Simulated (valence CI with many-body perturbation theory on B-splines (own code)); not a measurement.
Level structure of Bi⁷⁶⁺

Level of theory: valence CI with perturbative core correlation (CI+MBPT): five valence electrons over a frozen Dirac-Fock core [He], a basis of 9 s, 9 p, 8 d, 6 f, 3 g, 1 h functions for each j, with the one-electron correlation potential Σ1 (screened to all orders), the two-electron term Σ2, the three-electron term Σ3, Breit, model QED; selected single and double excitations, second order for the rest, scaled by the run's own slope (own B-spline code, finite nucleus).

No measured spectrum was set against this ion. As an estimate, large intervals hold to a few tenths of a per cent, small ones and those within an open d or f shell to about a per cent. Among the levels kept, up to 3500 cm⁻¹ of a level comes from second order outside the variational space, and about a tenth of that is noise between levels of different J, which matters for small intervals.

Levels 1 to 45 of 50, with energies above the lowest level, (2s^2 2p1/2^2 2p3/2) J=3/2. "Leading %" is the weight of the configuration and term that name the level; weights of strongly mixed levels are sums over their largest components and can fall short, so below about 35 % the name and the second component can differ from the true leading terms, or belong to a minority configuration. In the jj column 3d3/2^4 stands for four electrons in 3d with j = 3/2. Lifetimes count E1, E2, E3, M1 and M2 decay at the calculated energies, and are blank where another channel may lead or the interval is too uncertain; long ones can be off by a factor of two.

```tsv
No.	Configuration	Term	J	E (eV)	Leading %	Lifetime	Leading jj
1	2s2 2p3	2P°	3/2	0	49		2s^2 2p1/2^2 2p3/2 (100 %)
2	2s2 2p3	4S°	3/2	2388	56	8.13 ps	2s^2 2p1/2 2p3/2^2 (100 %)
3	2s2 2p3	2D°	5/2	2411	100	46.5 ps	2s^2 2p1/2 2p3/2^2 (100 %)
4	2s2 2p3	2P°	1/2	2475	100	15.0 ps	2s^2 2p1/2 2p3/2^2 (100 %)
5	2s 2p4	4P	5/2	2806	69	107 fs	2s 2p1/2^2 2p3/2^2 (100 %)
6	2s 2p4	2S	1/2	2932	66	30.4 fs	2s 2p1/2^2 2p3/2^2 (100 %)
7	2s 2p4	2P	3/2	2933	53	16.0 fs	2s 2p1/2^2 2p3/2^2 (100 %)
8	2s2 2p3	2P°	3/2	4870	51	2.49 ps	2s^2 2p3/2^3 (99 %)
9	2s 2p4	4P	3/2	5228	86	32.8 fs	2s 2p1/2 2p3/2^3 (100 %)
10	2s 2p4	2D	5/2	5271	69	32.9 fs	2s 2p1/2 2p3/2^3 (100 %)
11	2s 2p4	2P	1/2	5353	65	13.3 fs	2s 2p1/2 2p3/2^3 (100 %)
12	2s 2p4	2D	3/2	5359	56	13.5 fs	2s 2p1/2 2p3/2^3 (100 %)
13	2p5	2P°	3/2	5820	99	11.0 fs	2p1/2^2 2p3/2^3 (99 %)
14	2s 2p4	4P	1/2	7764	41	15.8 fs	2s 2p3/2^4 (100 %)
15	2p5	2P°	1/2	8244	100	8.16 fs	2p1/2 2p3/2^4 (100 %)
16	2s2 2p2 3s	4P	1/2	11071	45	2.45 fs	2s^2 2p1/2^2 3s (100 %)
17	2s2 2p2 3p	2P°	1/2	11198	47	171 fs	2s^2 2p1/2^2 3p1/2 (100 %)
18	2s2 2p2 3p	2P°	3/2	11919	36	126 fs	2s^2 2p1/2^2 3p3/2 (100 %)
19	2s2 2p2 3d	2D	3/2	12022	43	2.39 fs	2s^2 2p1/2^2 3d3/2 (100 %)
20	2s2 2p2 3d	2D	5/2	12210	37	423 as	2s^2 2p1/2^2 3d5/2 (100 %)
21	2s2 2p2 3s	4P	3/2	13481	88	3.91 fs	2s^2 2p1/2 2p3/2 3s (100 %)
22	2s2 2p2 3s	2P	1/2	13493	67	1.77 fs	2s^2 2p1/2 2p3/2 3s (100 %)
23	2s2 2p2 3s	2D	5/2	13501	66	3.49 fs	2s^2 2p1/2 2p3/2 3s (100 %)
24	2s2 2p2 3s	2D	3/2	13509	64	1.88 fs	2s^2 2p1/2 2p3/2 3s (100 %)
25	2s2 2p2 3p	4P°	1/2	13606	49	273 fs	2s^2 2p1/2 2p3/2 3p1/2 (100 %)
26	2s2 2p2 3p	4D°	3/2	13613	55	229 fs	2s^2 2p1/2 2p3/2 3p1/2 (100 %)
27	2s2 2p2 3p	2F°	5/2	13625	50	181 fs	2s^2 2p1/2 2p3/2 3p1/2 (100 %)
28	2s2 2p2 3p	2P°	3/2	13679	43	122 fs	2s^2 2p1/2 2p3/2 3p1/2 (99 %)
29	2s 2p3 3s	4P°	5/2	13853	49	4.82 fs	2s 2p1/2^2 2p3/2 3s (99 %)
30	2s 2p3 3s	2P°	3/2	13887	36	2.07 fs	2s 2p1/2^2 2p3/2 3s (99 %)
31	2s 2p3 3s	2P°	1/2	13966	43	1.90 fs	2s 2p1/2^2 2p3/2 3s (99 %)
32	2s 2p3 3s	2P°	3/2	13977	39	4.03 fs	2s 2p1/2^2 2p3/2 3s (100 %)
33	2s 2p3 3p	2D	5/2	13991	27	1.18 fs	2s 2p1/2^2 2p3/2 3p1/2 (100 %)
34	2s 2p3 3p	4P	3/2	13991	30	3.02 fs	2s 2p1/2^2 2p3/2 3p1/2 (100 %)
35	2s 2p3 3p	2P	1/2	14093	36	1.12 fs	2s 2p1/2^2 2p3/2 3p1/2 (100 %)
36	2s 2p3 3p	2D	3/2	14094	36	1.69 fs	2s 2p1/2^2 2p3/2 3p1/2 (100 %)
37	2s2 2p2 3p	4D°	5/2	14317	52	115 fs	2s^2 2p1/2 2p3/2 3p3/2 (100 %)
38	2s2 2p2 3p	2P°	1/2	14322	37	93.7 fs	2s^2 2p1/2 2p3/2 3p3/2 (100 %)
39	2s2 2p2 3p	2D°	3/2	14327	53	99.3 fs	2s^2 2p1/2 2p3/2 3p3/2 (100 %)
40	2s2 2p2 3p	2F°	7/2	14333	66	103 fs	2s^2 2p1/2 2p3/2 3p3/2 (100 %)
41	2s2 2p2 3p	4S°	3/2	14358	33	132 fs	2s^2 2p1/2 2p3/2 3p3/2 (100 %)
42	2s2 2p2 3p	2D°	5/2	14367	67	105 fs	2s^2 2p1/2 2p3/2 3p3/2 (100 %)
43	2s2 2p2 3p	2P°	1/2	14395	87	70.7 fs	2s^2 2p1/2 2p3/2 3p3/2 (100 %)
44	2s2 2p2 3d	4F	3/2	14436	43	1.18 fs	2s^2 2p1/2 2p3/2 3d3/2 (100 %)
45	2s2 2p2 3d	4F	5/2	14437	52	3.26 fs	2s^2 2p1/2 2p3/2 3d3/2 (100 %)
```

The ionisation energy to 2s2 2p2 3P_0 of the next ion comes out as 21305 eV (NIST: 21300 ± 110 eV (theoretical)). All 50 levels together are meant to be complete up to 14524 eV.
